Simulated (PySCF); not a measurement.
**Bond length, frequency and bond energy of BeP⁻ by level of theory**

State: ³Π (triplet), unpaired electrons σ ↑, π ↑. Set-up: basis Be aug-cc-pVDZ, P aug-cc-pV(D+d)Z; no relativity; PySCF 2.14. De refers to Be + P⁻ in their high-spin ground configurations, without counterpoise correction. The functionals are run spin-unrestricted. A positive dipole points towards P; it is taken about the centre of mass and depends on that origin.

| Level | Re (Å) | ωe (cm⁻¹) | De (eV) | μ (D) | CPU s a point (SCF and correlation, without the integrals) |
| --- | --- | --- | --- | --- | --- |
| UHF-MP2 | 1.983 | 725 | n/a | n/a | 0.35 |
| UHF-SCS-MP2 | 1.989 | 711 | n/a | n/a | n/a |
| UHF-CCSD | 1.987 | 709 | n/a | n/a | n/a |
| UHF-CCSD(T) | 1.997 | 695 | n/a | n/a | 6 |
| LDA | 1.965 | 722 | 3.12 | 1.99 | 0.49 |
| PBE | 1.981 | 706 | 2.79 | 1.94 | 0.68 |
| PBEsol | 1.977 | 711 | 2.93 | 1.97 | 0.45 |
| r²SCAN | 1.974 | 723 | 2.87 | 1.61 | 1.1 |
| PBE0 | 1.967 | 730 | 2.69 | 1.58 | 1.1 |
| BHandHLYP | 1.959 | 738 | 2.38 | 1.21 | 0.62 |
| ωB97X | 1.967 | 731 | 2.48 | 1.30 | 0.91 |

The bond length runs from 1.959 Å (BHandHLYP) to 1.997 Å (UHF-CCSD(T)). De spans 2.38 eV (BHandHLYP, global hybrid GGA) to 3.12 eV (LDA, local density).

Correlated steps freeze 5 core orbitals. For an ion De counts to the pair picked by the measured ionisation energies or electron affinities, which need not be the lowest pair at this level. The highest Kohn–Sham level is positive in this anion. Much of that is self-interaction error, but it also means that the finite basis helps to hold the extra electron. The state is the lowest determinant that a PBE0 search found; another state may lie lower at other levels.

The whole job (state search and all levels along the bond) took about 2.7 min on 1 thread of Arm Neoverse V1 (shared host), peak memory 0.81 GiB.
